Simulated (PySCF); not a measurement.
FH5N2Si.

```xyz
9

Si     0.0902     0.2795    -0.1889
N      1.3221    -0.7632     0.3909
N     -0.9733    -0.6576    -1.1439
F     -0.5482     0.9158     1.1758
H      0.4543     1.4623    -1.0112
H      1.8592    -0.5257     1.2180
H      1.8379    -1.3675    -0.2392
H     -1.3265    -1.5503    -0.8135
H     -1.5951    -0.2274    -1.8202
```

Coordinates come from a B3LYP-D3(BJ)/def2-SVP optimisation. Other conformers were not sampled.

These are PySCF with B3LYP/pcSseg-1 values and carry that method's errors. Non-relativistic, no solvent.

Computed absolute GIAO shielding of each atom: isotropic value and principal components (ppm):
| atom | σ(iso) | σ11 | σ22 | σ33 | span |
|---|---|---|---|---|---|
| Si1 | 378.0 | 346.1 | 373.9 | 413.9 | 67.8 |
| N2 | 240.3 | 199.7 | 254.3 | 267.0 | 67.4 |
| N3 | 225.0 | 199.5 | 210.7 | 264.7 | 65.2 |
| F4 | 313.8 | 264.8 | 293.7 | 383.0 | 118.2 |
| H5 | 26.7 | 23.6 | 24.0 | 32.6 | 9.0 |
| H6 | 30.8 | 23.9 | 26.8 | 41.8 | 17.9 |
| H7 | 30.9 | 23.9 | 27.1 | 41.7 | 17.8 |
| H8 | 30.3 | 24.1 | 26.4 | 40.5 | 16.4 |
| H9 | 30.4 | 24.4 | 25.8 | 40.9 | 16.5 |
